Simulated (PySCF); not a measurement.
## Two-component Hartree-Fock for Ga⁻ (gallium, charge -1)

Start: [Ar] 3d10 4s2 4p2; 4p1/2 filled at m_j = -1/2, +1/2. Calculated with PySCF 2.14 in x2c-TZVPPall-2c with one added diffuse shell each of s, p, d type (7s8p5d1f, 63 functions): generalised Hartree-Fock with the X2C-1e Hamiltonian and a Gaussian nucleus; spin-orbit coupling (SO) screened by Boettger's factors.

```json
{"spinor shell": "1s1/2", "electrons": "2", "ε, screened SO (eV)": "-10436.0", "weight of nominal j (screened SO)": "1.000", "rms radius, screened SO (bohr)": "0.0560"}
{"spinor shell": "2s1/2", "electrons": "2", "ε, screened SO (eV)": "-1335.8", "weight of nominal j (screened SO)": "1.000", "rms radius, screened SO (bohr)": "0.235"}
{"spinor shell": "2p1/2", "electrons": "2", "ε, screened SO (eV)": "-1176.7", "weight of nominal j (screened SO)": "1.000", "rms radius, screened SO (bohr)": "0.209"}
{"spinor shell": "2p3/2", "electrons": "4", "ε, screened SO (eV)": "-1148.5", "weight of nominal j (screened SO)": "1.000", "rms radius, screened SO (bohr)": "0.212"}
{"spinor shell": "3s1/2", "electrons": "2", "ε, screened SO (eV)": "-173.69", "weight of nominal j (screened SO)": "1.000", "rms radius, screened SO (bohr)": "0.698"}
{"spinor shell": "3p1/2", "electrons": "2", "ε, screened SO (eV)": "-120.43", "weight of nominal j (screened SO)": "1.000", "rms radius, screened SO (bohr)": "0.730"}
{"spinor shell": "3p3/2", "electrons": "4", "ε, screened SO (eV)": "-116.48", "weight of nominal j (screened SO)": "1.000", "rms radius, screened SO (bohr)": "0.741"}
{"spinor shell": "3d3/2", "electrons": "4", "ε, screened SO (eV)": "-26.673", "weight of nominal j (screened SO)": "0.998", "rms radius, screened SO (bohr)": "0.896"}
{"spinor shell": "3d5/2", "electrons": "6", "ε, screened SO (eV)": "-26.153", "weight of nominal j (screened SO)": "0.999", "rms radius, screened SO (bohr)": "0.900"}
{"spinor shell": "4s1/2", "electrons": "2", "ε, screened SO (eV)": "-6.710", "weight of nominal j (screened SO)": "0.999", "rms radius, screened SO (bohr)": "2.77"}
{"spinor shell": "4p1/2", "electrons": "2", "ε, screened SO (eV)": "-0.463", "weight of nominal j (screened SO)": "0.526", "rms radius, screened SO (bohr)": "5.11"}
```

```csv
quantity,screened SO
E (hartree),-1942.19663
M_J,0
⟨J²⟩,1.862
⟨L²⟩,2.011
⟨S²⟩,2.006
```

The determinant has a definite M_J but mixes levels of different J.

Each row is a mean over spinors that exchange with the open shell spreads, by up to 2.213 eV (4s1/2).

Rows whose weight is well below 1 are mixtures of j = l ± 1/2: exchange outweighs spin-orbit coupling there, and the label is only the starting occupation.
